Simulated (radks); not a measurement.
Values are calculated unless marked as measured or tabulated.
Charge is removed step by step from the 4s1/2 level of Tb23+, starting from [Kr] 4d6. Code: a radial shooting solver on a logarithmic mesh with Libxc functionals. Model: Dirac Kohn-Sham, LDA (Slater exchange, Perdew-Wang correlation), spin-unpolarised, spherical densities, finite nucleus; open shells fill j = l - 1/2 first; Fermi nuclear charge, rms radius 5.06 fm.

| removed (e) | E - E(0) (eV) | eigenvalue (eV) | E minus straight line (eV) |
|---|---|---|---|
| 0 | 0.000 | -1002.2 | 0.000 |
| 0.25 | 251.90 | -1013.0 | -4.094 |
| 0.5 | 506.52 | -1024.0 | -5.464 |
| 0.75 | 763.88 | -1034.9 | -4.101 |
| 1 | 1024.0 | -1045.9 | 0.000 |

Removing the whole electron costs 1024.0 eV by Delta-SCF, against 1002.2 eV from minus the eigenvalue at the starting occupation. Slater's transition state (half an electron removed) gives 1024.0 eV. Integrating minus the eigenvalue over the occupation (Janak's theorem) gives 1024.0 eV. The mean slope of the eigenvalue, de/dn, is 43.7 eV per electron.
